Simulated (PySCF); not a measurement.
## Polarisability and C₆ of In⁻ (indium, charge -1)

[Kr] 4d10 5s2 5p2, high-spin 3P determinant. Computed with PySCF 2.14 in def2-TZVPPD with the def2 core potential (28 electrons), with scalar relativity through the core potential. Coupled (time-dependent) response in atomic units; α is the mean over directions.

| method | mean α (bohr³) | α xx, yy, zz | C₆ (like pair) | S(−4) |
| --- | --- | --- | --- | --- |
| UHF | 276.7 | 156.8, 336.6, 336.6 | 4893 | 62220 |

S(−4) is the Cauchy moment in α(ω) = α(0) + S(−4) ω² + …

Spin-orbit coupling is absent.

α(iu) at UHF:

```
u (hartree)  α(iu) (bohr³)
          0          276.7
     0.0500          190.8
      0.100          116.7
      0.200          55.18
      0.300          32.42
      0.500          15.78
      0.750          8.889
       1.00          5.987
       1.50          3.484
       2.00          2.371
       3.00          1.344
       5.00         0.6082
```

A single London oscillator, α(iu) = α/(1 + u²/ω²), gives C₆ = (3/4) ω α². Matching the computed C₆ needs ω = 4 × 4893 / (3 × 276.7²) = 0.0852 hartree.

For an ion, C₆ is the dispersion term alone; charge-induced terms of lower order in 1/R come first.

The components differ because the open shell of this determinant is not spherical; for a pure term their mean is the scalar polarisability.

Energies and moments cover only the electrons outside the core potential.
